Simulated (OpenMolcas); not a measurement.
Multiconfigurational calculation on Re

Input:

```
&GATEWAY
Coord
1

Re 0.0 0.0 0.0
Basis=ANO-RCC-VDZP
Group=XYZ
NoMove
AngMom=0.0 0.0 0.0
AMFI
&SEWARD
&RASSCF
FileOrb=start.orb
Symmetry=1
Spin=4
nActEl=7 0 0
Inactive=15 19
Ras2=5 0
CIRoot=10 10 1
SDav=10
CIMx=300
Iter=120 100
PrWF=0.3
OrbListing=Nothing
MaxOrb=0
Atom
>>> COPY $Project.JobIph JOB001
&RASSCF
FileOrb=start.orb
Symmetry=1
Spin=2
nActEl=7 0 0
Inactive=15 19
Ras2=5 0
CIRoot=40 40 1
SDav=40
CIMx=300
Iter=120 100
PrWF=0.3
OrbListing=Nothing
MaxOrb=0
Atom
CIOnly
>>> COPY $Project.JobIph JOB002
&RASSI
NrOfJobIphs=2 10 28
1 2 3 4 5 6 7 8 9 10
1 2 3 4 5 6 7 8 9 10 11 12 13 14 15 16 17 18 19 20 21 22 23 24 25 26 27
28
IphNames
JOB001
JOB002
EJob
SpinOrbit
DIPRint=1.0
SOCoupling=1000.0
Subsets=2
MEES
Property=10
'ANGMOM' 1 'ANGMOM' 2 'ANGMOM' 3 'MLTPL  1' 1 'MLTPL  1' 2 'MLTPL  1' 3
'AMFI' 1 'AMFI' 2 'AMFI' 3 'MLTPL  2' 6
SOProperty=3
'ANGMOM' 1 'ANGMOM' 2 'ANGMOM' 3
```

Launched by
```bash
OMP_NUM_THREADS=1 MOLCAS_MEM=2252 MOLCAS_PROJECT=a pymolcas a.inp > a.log  # once for each step of the input, in one work folder
```

A driver script runs the steps one by one and writes start.orb anew before each from the orbitals found so far, so a CI-only block uses the converged orbitals of the first block.

Output, cut to the results:

```
--- SEWARD ---
Basis set label: RE.ANO-RCC...7S6P4D2F1G.

      Electronic valence basis set:
      ------------------
      Associated Effective Charge  75.000000 au
      Associated Actual Charge     75.000000 au
      Nuclear Model: Point charge

      Shell  nPrim  nBasis  Cartesian Spherical Contaminant
         s      24       7        X
         p      21       6        X
         d      15       4                 X
         f      11       2                 X
         g       4       1                 X
                  Relativistic Douglas-Kroll-Hess integrals:
                    - DKH order of Hamiltonian: 2
                    - DKH order of Properties : 0
                  Atomic mean-field integrals
--- RASSCF ---
Wave function specifications:
      -----------------------------

      Number of closed shell electrons          68
      Number of electrons in active shells       7
      Max number of holes in RAS1 space          0
      Max nr of electrons in RAS3 space          0
      Number of inactive orbitals               34
      Number of active orbitals                  5
      Number of secondary orbitals              29
      Spin quantum number                      1.5
      State symmetry                             1
Orbital specifications:
      -----------------------

      Symmetry species                           1   2
                                                ag  au
      Frozen orbitals                            0   0
      Inactive orbitals                         15  19
      Active orbitals                            5   0
      RAS1 orbitals                              0   0
      RAS2 orbitals                              5   0
      RAS3 orbitals                              0   0
      Secondary orbitals                        16  13
      Deleted orbitals                           0   0
      Number of basis functions                 36  32
      Number of CSFs                            10
      Number of root(s) required                10
      Iter CI   SX   CI       RASSCF       Energy    max ROT     max BLB   max BLB  Level Ln srch  Step   QN
          iter iter root      energy       change     param      element    value   shift minimum  type update
 Nr of preliminary CI iterations:   1
      Total energies have been shifted. Add               -16000.00 au
        1   1    6    0  -676.27635421    0.00E+00   1.04E-01*  20  27 1 -1.73E-01*  0.00   0.00    SX    NO
        2   1    6    0  -676.31074754   -3.44E-02*  6.15E-02   16  32 2  2.00E-01*  0.00   0.00    SX    NO
        3   1    6    0  -676.31380338   -3.06E-03*  5.37E-02   12  28 2 -2.09E-01*  0.00   0.00    SX    NO
        4   1    6    0  -676.31283209    9.71E-04*  5.16E-02   10  26 2  2.24E-01*  0.00   0.00    SX    NO
        5   1    6    0  -676.31422115   -1.39E-03*  4.02E-02   12  28 2 -2.14E-01*  0.00   0.50    SX   YES
        6   1    6    0  -676.33768357   -2.35E-02*  1.39E-02   12  28 2  1.29E-01*  0.00   0.63    QN   YES
        7   1    5    0  -676.34976622   -1.21E-02*  6.13E-04   12  28 2  1.04E-02*  0.00   1.08    QN   YES
        8   1    5    0  -676.34983089   -6.47E-05*  1.10E-04    7  23 2 -6.82E-04*  0.00   0.96    QN   YES
        9   1    4    0  -676.34983121   -3.22E-07*  3.46E-05    9  25 2  8.41E-05   0.00   0.85    QN   YES
       10   1    3    0  -676.34983123   -1.50E-08* -1.39E-06   19  22 2  7.85E-06   0.00   0.99    QN   YES
       11   1    3    0  -676.34983123   -6.55E-11  -2.76E-07   19  22 2  1.05E-06   0.00   1.08    QN   YES
      Convergence after 11 iterations
       12   1    3    0  -676.34983123   -1.09E-11  -2.76E-07   15  31 2 -4.09E-08   0.00   1.08    QN   YES
      Natural orbitals and occupation numbers for root  1
      sym 1:   1.863081   1.136919   1.136919   1.863081   1.000000
      Natural orbitals and occupation numbers for root  2
      sym 1:   1.259476   1.740524   1.259476   1.740524   1.000000
      Natural orbitals and occupation numbers for root  3
      sym 1:   1.036970   1.036970   1.963030   1.000000   1.963030
::    RASSCF root number  1 Total energy: -16676.36331784
::    RASSCF root number  2 Total energy: -16676.36331784
::    RASSCF root number  3 Total energy: -16676.36331784
::    RASSCF root number  4 Total energy: -16676.36331784
::    RASSCF root number  5 Total energy: -16676.36331784
::    RASSCF root number  6 Total energy: -16676.36331784
::    RASSCF root number  7 Total energy: -16676.36331784
...
--- RASSI ---
SPIN-FREE ENERGIES:
  (Shifted by EMIN (a.u.) =     -16676.3633178439)

 SF State       Relative EMIN(au)   Rel lowest level(eV)    D:o, cm**(-1)      L_eff

     1             0.0000000000        0.0000000000              0.0000         3.0
     2             0.0000000000        0.0000000000              0.0000         3.0
     3             0.0000000000        0.0000000000              0.0000         3.0
     4             0.0000000000        0.0000000000              0.0000         3.0
     5             0.0000000000        0.0000000000              0.0000         3.0
     6             0.0000000000        0.0000000000              0.0000         3.0
     7             0.0000000000        0.0000000000              0.0000         3.0
     8             0.0449553821        1.2232982671           9866.5659         1.0
     9             0.0449553821        1.2232982671           9866.5659         1.0
    10             0.0449553821        1.2232982671           9866.5659         1.0
    11             0.0474549105        1.2913138983          10415.1490         4.0
    12             0.0474549105        1.2913138983          10415.1490         4.0
    13             0.0474549105        1.2913138983          10415.1490         4.0
    14             0.0474549105        1.2913138983          10415.1490         4.0
    15             0.0474549105        1.2913138983          10415.1490         4.0
    16             0.0474549105        1.2913138983          10415.1490         4.0
    17             0.0474549105        1.2913138983          10415.1490         4.0
    18             0.0474549105        1.2913138983          10415.1490         4.0
    19             0.0474549105        1.2913138983          10415.1490         4.0
    20             0.0624400378        1.6990799868          13704.0043         4.7
    21             0.0624400378        1.6990799868          13704.0043         5.0
...
```

Levels above the lowest, from the spin-orbit matrix, grouped by J:

```tsv
Configuration	Term	J	E (cm⁻¹)	Term weight %	Second
5d⁷	⁴F	9/2	0.0	93	7 ²G
5d⁷	⁴F	7/2	3953	98	
5d⁷	⁴F	5/2	5955	93	6 ²D
5d⁷	⁴F	3/2	6864	85	12 ²D
5d⁷	⁴P	3/2	11219	54	39 ²P
5d⁷	²G	9/2	12474	73	20 ²H
5d⁷	⁴P	5/2	12626	94	5 ²D
5d⁷	⁴P	1/2	14389	77	23 ²P
5d⁷	²G	7/2	16479	98	
5d⁷	²H	11/2	16811	100	
5d⁷	⁴P	3/2	17893	39	28 ²P
```

Configurations with an s electron lie low in 5d ions of this charge, fall among these levels and mix in, so low-spin terms can stand far too high, up to twice their true height, and weights are not those of the real levels. Without dynamic correlation excited terms often stand tens of per cent too high (terms of higher spin than the ground term too low), and those without a measured partner can miss by more than the paired ones. Terms from blocks run as CI alone lack orbitals of their own. The free ion's ground configuration, as NIST lists it, lies outside this active space, so the lowest level here need not be the ground level. Only configurations of the active space appear. The first state left out of the spin-orbit step lies near 24000 cm-1 above the lowest spin-free state of the reference (among the parities and spins computed), and the list stops at four fifths of that energy or lower.

The term weight is that of the spin-free term in the level, not the purity of its configuration.
